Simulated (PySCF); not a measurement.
FH4NSi, SMILES N[SiH2]F.

Coordinates come from a PBE0-D3(BJ)/def2-TZVP optimisation. Other conformers were not sampled.

Method: TDDFT-ωB97X/def2-SVPD (PySCF).

Vertical excitations. Isolated molecule, no solvent. State labels are in the subgroup Cs.

Computed UV-visible absorptions:
```tsv
state	symmetry	energy (eV)	λ (nm)	f	main pairs
S1	A'	7.44	167	0.055	HOMO→LUMO 91 %
S2	A'	8.78	141	0.069	HOMO→LUMO+1 62 %, HOMO→LUMO+2 28 %
S3	A"	8.95	139	0.077	HOMO−1→LUMO 67 %, HOMO−1→LUMO+2 15 %, HOMO−1→LUMO+1 10 %
S4	A"	9.14	136	0.001	HOMO→LUMO+4 79 %
S5	A"	9.30	133	0.004	HOMO−1→LUMO+1 70 %, HOMO−1→LUMO 11 %
S6	A'	9.60	129	0.000	HOMO→LUMO+3 66 %, HOMO→LUMO+2 25 %
S7	A"	9.73	127	0.008	HOMO→LUMO+5 91 %
S8	A'	9.80	126	0.046	HOMO→LUMO+2 41 %, HOMO→LUMO+1 26 %, HOMO→LUMO+3 22 %
S9	A"	10.07	123	0.097	HOMO−1→LUMO+2 73 %
S10	A'	10.39	119	0.124	HOMO−2→LUMO 69 %, HOMO−2→LUMO+2 14 %
T1	A'	7.15	173	0	HOMO→LUMO 86 %
T2	A'	8.09	153	0	HOMO→LUMO+1 69 %, HOMO→LUMO+2 23 %
T3	A"	8.49	146	0	HOMO−1→LUMO 52 %, HOMO−1→LUMO+2 24 %, HOMO−1→LUMO+1 11 %
T4	A"	8.91	139	0	HOMO−1→LUMO+1 55 %, HOMO−1→LUMO+3 14 %, HOMO−1→LUMO 10 %, HOMO→LUMO+4 10 %
```
Triplets are in the Tamm–Dancoff approximation, which puts them higher than full response would, so one can lie above its singlet here.
